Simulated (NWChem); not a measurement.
System: CH4N, doublet; SMILES C[NH]

NWChem input:

```
start job
memory heap 200 mb stack 900 mb global 1100 mb
geometry units angstroms noautosym nocenter noautoz
  C     -0.019958    -0.614296     0.000000
  N     -0.125444     0.825921     0.000000
  H      0.533540    -0.983309    -0.881604
  H     -1.015095    -1.070260     0.000000
  H      0.533540    -0.983309     0.881604
  H      0.841777     1.185341     0.000000
end
basis spherical
  C library def2-svp
  N library def2-svp
  H library def2-svp
end
dft
  odft
  mult 2
  xc b3lyp
  iterations 150
end
cosmo
  do_cosmo_smd true
  solvent clbenzen
end
task dft energy
```

In the optimisation the excess spin sits in a" (Cs, its own frame). All runs use the structure optimised with B3LYP/6-31G* (spherical d), spin-unrestricted. No stability test was run on the SCF state. Solvent: chlorobenzene.

Level: B3LYP/def2-SVP with SMD (1 M gas to 1 M solution), gas-phase geometry. Reactions with the solvent are ignored.

Problem. Predict the main results of this run. (B3LYP/def2-SVP, spin-unrestricted, SMD on the gas-phase geometry.) Quantities: solvation free energy (kcal/mol); cavity-dispersion-structure term (kcal/mol); dipole in solution (D).

Solution. The solvation free energy (kcal/mol) is -2.7 and the cavity-dispersion-structure term (kcal/mol) comes out as 1.1. The dipole in solution (D) comes out as 2.32.
